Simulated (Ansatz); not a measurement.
Mulliken charges of CH$_{5}$InN, SMILES `[CH3][In][NH2]` radical from r2SCAN/def2-TZVPP in Ansatz (PBE0-D4/def2-TZVP geometry).

| atom | x (Å) | y (Å) | z (Å) | charge (e) |
| --- | --- | --- | --- | --- |
| C1 | -1.126 | 0.994 | -0.487 | -0.461 |
| In2 | 0.703 | 0.642 | 0.682 | 0.464 |
| N3 | 1.333 | -1.306 | 0.738 | -0.564 |
| H4 | -1.970 | 1.064 | 0.200 | 0.090 |
| H5 | -1.038 | 1.921 | -1.052 | 0.088 |
| H6 | -1.263 | 0.147 | -1.161 | 0.090 |
| H7 | 2.240 | -1.539 | 1.113 | 0.151 |
| H8 | 1.121 | -1.922 | -0.035 | 0.141 |

Q: By hand: the dipole of these point charges (1 e Å = 4.8032 D).

A: Σ q r = (0.207, 0.351, 0.109) e Å, of length 0.422 e Å = 2.03 D.

Q: How does the dipole of the full density compare? (Best estimate.)

A: Ansatz gave: (0.035, 0.040, -0.143) e Å, 0.73 D; the point charges give 2.78 times that, at 85° from its direction.

Point charges leave out the atoms' own dipoles, such as those of lone pairs, and Mulliken's split depends on the basis, so the two needn't agree.
